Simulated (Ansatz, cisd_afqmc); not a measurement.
Species: GeF, charge 1, singlet. GeF+ (parent SMILES [F][Ge], singlet).
B3LYP-D3(BJ)/def2-TZVP minimum from Ansatz (an electronic-structure program):
```
F
Ge 1 1.6872
```
Charge +1, spin multiplicity 1.

Total energies in cc-pVTZ, 10 correlated electrons, 15 frozen orbitals. Open shells are spin-unrestricted; no spin-orbit coupling. Correlated methods leave the cores frozen (noble-gas shells, and filled d and f shells in the p block). No relativity. AFQMC is phaseless with a CISD trial state; ± is one standard error, without the phaseless bias. Outlying blocks are dropped, and bars are widened where a walk drifts. Over all cases where full CI ran beside it in this data, AFQMC minus full CI had a median of +0.1 mEh and passed +0.4 mEh in a tenth of the cases. The spin of FGe+ (parent SMILES [F][Ge], singlet) was assumed, and the state is the lowest solution found for it.

```json
[
 {"method": "HF", "program": "Ansatz", "energy (Eh)": "-2174.62817", "minus CCSDT(Q) (mEh)": "339.65"},
 {"method": "MP2", "program": "Ansatz", "energy (Eh)": "-2174.94992", "minus CCSDT(Q) (mEh)": "17.89"},
 {"method": "CCSD", "program": "Ansatz", "energy (Eh)": "-2174.95562", "minus CCSDT(Q) (mEh)": "12.19"},
 {"method": "CCSD(T)", "program": "Ansatz", "energy (Eh)": "-2174.96697", "minus CCSDT(Q) (mEh)": "0.84"},
 {"method": "CCSDT(Q)", "program": "Ansatz", "energy (Eh)": "-2174.96781", "minus CCSDT(Q) (mEh)": "0.00"},
 {"method": "AFQMC/CISD", "program": "cisd_afqmc", "energy (Eh)": "-2174.9668 ± 0.0004", "minus CCSDT(Q) (mEh)": "1.0 ± 0.4"}
]
```

Rough core times of Ansatz's runs on a shared machine: CCSD(T) under 20 s, CCSDT(Q) 50 s.
